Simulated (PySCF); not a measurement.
## Exercise with solution: entropy of an ideal gas

CsBr, SMILES [Cs][Br].

The structure is a stationary point at B3LYP-D3(BJ)/def2-TZVPD. The def2 effective core potentials stand for the cores of Cs; spin–orbit coupling is left out.

PySCF 2.14.0 with B3LYP-D3(BJ)/def2-TZVPD gives the harmonic wavenumbers 140 cm⁻¹ and the rotational temperature 0.0492 K. The molar mass is 212.81 g/mol, the symmetry number 1, the spin multiplicity 1.

Work out the entropy at 298.15 K and 1 atm in the rigid-rotor, harmonic-oscillator model.


Translation (Sackur–Tetrode at 1 atm): S = R[1.5 ln M + 2.5 ln T − 1.16487] = 175.6 J/(mol K).
Rotation: q = T/(σ θ) = 6060, S = R[ln q + 1] = 80.7 J/(mol K).
Vibration: with u = 1.4388 ν/T, each mode gives R[u/(e^u − 1) − ln(1 − e^−u)]:
```
ν (cm⁻¹)  modes     u  S (J/(mol K))
--------  -----  ----  -------------
140           1  0.68          11.73
```
These are all the modes. Sum 11.7 J/(mol K).
Spin: R ln 1 = 0.0 J/(mol K).
Total 268.1 J/(mol K); the program's own thermochemistry gives 268.0. Translation makes up 66 % and vibration 4 %. Anharmonicity, hindered rotation and orbital degeneracy are left out.
